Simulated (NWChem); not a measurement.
System: C4H5BO; SMILES C#CB(O)C=C

Input file for NWChem:

```
start job
memory heap 200 mb stack 900 mb global 1100 mb
geometry units angstroms noautoz
  C     -1.086899     2.182016     0.000011
  C     -0.322843     1.234506    -0.000008
  B      0.606852     0.004333     0.000230
  O      1.943415     0.238997    -0.000093
  C      0.021003    -1.443831     0.000822
  C     -1.294163    -1.704794    -0.000514
  H     -1.750297     3.028377     0.000091
  H      2.461121    -0.572867     0.000163
  H      0.709010    -2.302522     0.002170
  H     -1.692659    -2.725131    -0.000351
  H     -2.027119    -0.890237    -0.001846
end
basis spherical
  * library def2-tzvp
end
dft
  xc hfexch
  iterations 150
  semidirect filesize 400000000
  mulliken
end
task dft energy
```

The geometry was optimised at PBE0/def2-SVP.

Question: Predict the main results of this run. (Hartree-Fock/def2-TZVP.) Quantities: energy (Ha); highest occupied level (eV); orbital gap (eV); dipole (D).

Answer: 
* **energy (Ha)**: -254.02
* **highest occupied level (eV)**: -10.33
* **orbital gap (eV)**: 12.44
* **dipole (D)**: 1.91
